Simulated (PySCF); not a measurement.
## Diatomics of Be with group 12

PBE0 with double-zeta basis sets in PySCF, for the lowest determinant that a PBE0 search found; no spin–orbit coupling. De refers to high-spin ground-configuration atoms. A positive dipole means M(−)Be(+).

```json
{"M": "Zn", "basis": "x2c-SVPall", "state (unpaired electrons)": "singlet (closed shell)", "Re (Å)": "2.878", "ωe (cm⁻¹)": "144", "De (eV)": "0.13", "μ (D)": "-0.48"}
{"M": "Cd", "basis": "cc-pVDZ/cc-pVDZ-PP", "state (unpaired electrons)": "singlet (closed shell)", "Re (Å)": "3.014", "ωe (cm⁻¹)": "129", "De (eV)": "0.12", "μ (D)": "-0.30"}
{"M": "Hg", "basis": "def2-SVP", "state (unpaired electrons)": "singlet (closed shell)", "Re (Å)": "3.103", "ωe (cm⁻¹)": "98.0", "De (eV)": "0.06", "μ (D)": "-0.31"}
```

The shortest bond is that of BeZn (2.878 Å), the longest that of BeHg (3.103 Å).

The rows differ in basis set, which adds steps of its own.

Down a group the atoms grow and get heavier, so bonds lengthen and wavenumbers fall; this series shows no clear exception.

Closed-shell solutions of metal pairs were not tested for spin polarisation, which can lower them a little. Weak bonds: BeCd, BeHg, BeZn. Basis-set superposition, not corrected here, can be much of De in a small basis, most of all at correlated wavefunction levels. Functionals without a dispersion term scatter widely for such bonds, and LDA overbinds them. Spin–orbit coupling is left out.
